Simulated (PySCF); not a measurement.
CH3F3Si, SMILES C([SiH2]F)(F)F. Atoms are numbered in the order given.

```xyz
8

F      1.6360     0.9541     0.0000
Si     0.9841    -0.5461     0.0000
C     -0.9349    -0.3922     0.0000
F     -1.3477     0.2956     1.1165
F     -1.3477     0.2956    -1.1165
H      1.4111    -1.2635    -1.2446
H      1.4111    -1.2635     1.2446
H     -1.4543    -1.3840     0.0000
```
Charge 0, spin multiplicity 1.

Geometry optimised at PBE-D3(BJ)/def2-SVP. The values are those of a single conformer.

All values below come from HF/def2-TZVP run with PySCF.

The total energy is -627.06955 hartree. The point group is Cs, the highest occupied level is -12.88 eV and the lowest empty level is 2.63 eV. The orbital gap is 15.51 eV, the dipole moment is 3.29 D and the quadrupole, principal values (traceless, Buckingham form, about the centre of nuclear charge) is -1.49, -1.31, 2.79 D·Å. The mean static polarisability comes out as 34.9 bohr³ (5.18 Å³). The polarisability, principal values is 32.5, 35.8, 36.5 bohr³.
